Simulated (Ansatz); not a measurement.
```xyz
11

C    -1.402   -0.538    0.559
Si    0.321   -0.517   -0.116
C     1.006    1.175   -0.417
Cl    1.556   -1.501    1.205
Cl    0.345   -1.561   -1.889
H    -2.087   -0.047   -0.136
H    -1.740   -1.564    0.712
H    -1.439   -0.015    1.518
H     0.386    1.712   -1.139
H     2.021    1.112   -0.813
H     1.033    1.745    0.515
```

Total charge 0; spin multiplicity 1.

(1) List the PBE0/def2-TZVPP orbital energies in eV (the Gaussian-basis code of Ansatz). (Estimate.)

## Answers

(1) Computed: Occupied: -2767.26, -2767.26, -1804.15, -278.14, -278.14, -259.12, -259.12, -197.39, -197.39, -197.27, -197.27, -197.26, -197.26, -146.29, -101.01, -100.96, -100.88, -23.46, -22.73, -20.27, -19.75, -14.14, -12.40, -12.19, -11.82, -11.72, -10.84, -10.63, -10.32, -9.37, -9.25, -8.94, -8.62. Lowest empty: 0.94, 1.06, 1.32, 1.77, 2.46, 2.56, 2.65, 3.06.
